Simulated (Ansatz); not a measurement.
Reaction (cleavage of the Al–Ge bond): `[CH3][AlH][GeH3]` + HI → `[CH3][AlH][I]` + GeH₄

Isolated molecules relaxed with PBE0-D4/def2-TZVP in Ansatz; ΔE leaves out vibrations. CCSD(T)/CBS is the MP2 limit (def2-TZVPP, def2-QZVPP) plus CCSD(T) − MP2 in def2-TZVPP, frozen cores. DFT in def2-TZVPP. B3LYP here is the variant with VWN-RPA as its local correlation; programs differ in this. HSE06 is defined as in plane-wave codes. def2 core potentials past Kr. For Ge, I outer-core shells are correlated without core-valence functions, which leaves a few kJ/mol of doubt a bond. Scalar relativity is left out up to krypton.

Question: Is it downhill or uphill in electronic energy at CCSD(T)/CBS, and by how much? (Best estimate.)

Answer: Ansatz gave: Downhill: ΔE = -32.9 kcal/mol.

Question: What do these levels give: LDA (SPW92), PBE-D4, HSE06-D4, ωB97X-V, revPBE, PBE0, B3LYP, HSE06, BHLYP, MP2/def2-TZVPP, CCSD(T)/def2-TZVPP, MP2/def2-QZVPP? (Best estimate.)

Answer: The calculation gave: LDA (SPW92) -29.6, PBE-D4 -29.8, HSE06-D4 -31.6, ωB97X-V -32.6, revPBE -29.9, PBE0 -31.5, B3LYP -31.6, HSE06 -31.6, BHLYP -33.7, MP2/def2-TZVPP -34.9, CCSD(T)/def2-TZVPP -31.9, MP2/def2-QZVPP -35.5 kcal/mol.

Largest T1 diagnostic among the species: 0.012.

From BLYP to BHLYP (50 % exact exchange), in def2-TZVPP and without D4, ΔE moves by −3.5 kcal/mol. In def2-TZVPP, CCSD(T) changes the Hartree–Fock value by +4.7 kcal/mol (the triples alone add +0.2 kcal/mol) and MP2 by +1.7 kcal/mol. Leaving LDA and LC-ωPBE aside and taking each functional with its dispersion term where it has one, the values, not all of them listed here, spread over 4.1 kcal/mol, from BHLYP-D4 to revPBE-D4.
